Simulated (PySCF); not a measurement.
This PySCF input asks for the NMR shieldings of SMILES CC(C)BN([SiH3])[SiH2]N, C$_{3}$H$_{15}$BN$_{2}$Si$_{2}$; the geometry comes from GFN2-xTB.

```python
import basis_set_exchange as bse
import numpy as np
from pyscf import gto, dft
from pyscf.prop import nmr

atoms = """
C     2.544418    0.674129   -0.790878
C     1.514496   -0.268717   -0.160009
C     2.030794   -0.745566    1.205305
B     0.091798    0.424932    0.039028
N    -1.125163   -0.240679   -0.193117
Si   -1.192731   -1.897821   -0.773068
Si   -2.672195    0.568192    0.091266
N    -2.619141    2.220583    0.558864
H     2.680295    1.557435   -0.169937
H     3.510203    0.180451   -0.899346
H     2.213709    0.999604   -1.775431
H     1.440548   -1.152796   -0.805087
H     1.339144   -1.460186    1.646805
H     3.005586   -1.223293    1.106933
H     2.130044    0.096801    1.887510
H     0.061531    1.533997    0.433663
H    -0.430041   -2.768413    0.123522
H    -0.682292   -1.944800   -2.145649
H    -2.601373   -2.295221   -0.749687
H    -3.397593    0.559143   -1.178096
H    -3.322687   -0.126955    1.201368
H    -2.278029    2.891182   -0.111267
H    -2.246073    2.444984    1.467384
"""
names = dict.fromkeys(["C", "B", "N", "Si", "H"], "pcSseg-1")
basis = {el: gto.basis.parse(bse.get_basis(n, elements=[el], fmt="nwchem")) for el, n in names.items()}
mol = gto.M(atom=atoms, basis=basis, charge=0, verbose=0)
mf = dft.RKS(mol, xc="PBE0")
mf.grids.level = 2
mf.grids.alignment = dft.numint.BLKSIZE   # the property module wants whole blocks of grid points
mf.conv_tol = 1e-9
mf.kernel()

calc = nmr.RKS(mf)   # GIAO
C = mf.mo_coeff
Co = C[:, mf.mo_occ > 0]
resp = mf.gen_response(singlet=True, hermi=2)
def vind(x):   # induced exchange potential for any number of trial vectors
    d = np.einsum("pi,xij,qj->xpq", C, 2 * x.reshape(-1, C.shape[1], Co.shape[1]), Co, optimize=True)
    return np.einsum("xpq,pi,qj->xij", resp(d - d.transpose(0, 2, 1)), C, Co, optimize=True).ravel()
mo1, _ = nmr.rhf.solve_mo1(calc, with_cphf=vind)
sigma = calc.kernel(mo1)
for i, s in enumerate(sigma):   # ppm
    w = np.linalg.eigvalsh((s + s.T) / 2)
    print("%2d %-2s iso %8.1f  s11 %8.1f  s22 %8.1f  s33 %8.1f" % (i, mol.atom_pure_symbol(i), w.mean(), *w))
```

Question: Give the expected output.

Answer: 
```
 0 C  iso    165.4  s11    153.2  s22    157.4  s33    185.6
 1 C  iso    162.7  s11    158.4  s22    161.3  s33    168.4
 2 C  iso    168.7  s11    153.2  s22    165.0  s33    187.9
 3 B  iso     50.3  s11      4.7  s22     36.8  s33    109.5
 4 N  iso    150.9  s11     52.1  s22    154.7  s33    245.8
 5 Si iso    414.1  s11    384.1  s22    402.6  s33    455.7
 6 Si iso    382.5  s11    333.2  s22    391.6  s33    422.6
 7 N  iso    238.5  s11    228.2  s22    240.0  s33    247.2
 8 H  iso     30.7  s11     27.2  s22     28.6  s33     36.3
 9 H  iso     30.6  s11     26.5  s22     28.3  s33     37.1
10 H  iso     30.6  s11     25.9  s22     28.5  s33     37.3
11 H  iso     30.4  s11     26.3  s22     29.5  s33     35.5
12 H  iso     30.7  s11     25.3  s22     30.0  s33     36.9
13 H  iso     30.6  s11     26.9  s22     27.8  s33     37.2
14 H  iso     31.0  s11     27.5  s22     28.8  s33     36.6
15 H  iso     26.4  s11     23.1  s22     24.7  s33     31.4
16 H  iso     27.0  s11     23.0  s22     26.7  s33     31.3
17 H  iso     27.0  s11     23.5  s22     25.2  s33     32.1
18 H  iso     27.2  s11     23.6  s22     26.4  s33     31.7
19 H  iso     26.8  s11     22.2  s22     26.3  s33     32.0
20 H  iso     26.8  s11     22.3  s22     26.1  s33     32.0
21 H  iso     30.8  s11     24.7  s22     26.6  s33     41.3
22 H  iso     30.7  s11     24.5  s22     26.6  s33     41.1
```

These numbers come from an equivalent density-fitted implementation of the same equations, which agrees with the script to about 0.01 ppm for H and up to a few tenths of a ppm for heavy atoms, so last digits may differ.

Size and cost of the density-fitted run: 225 basis functions, 2.2 min wall time on 1 thread of an Intel Xeon, shared host; peak memory 1.1 GiB.
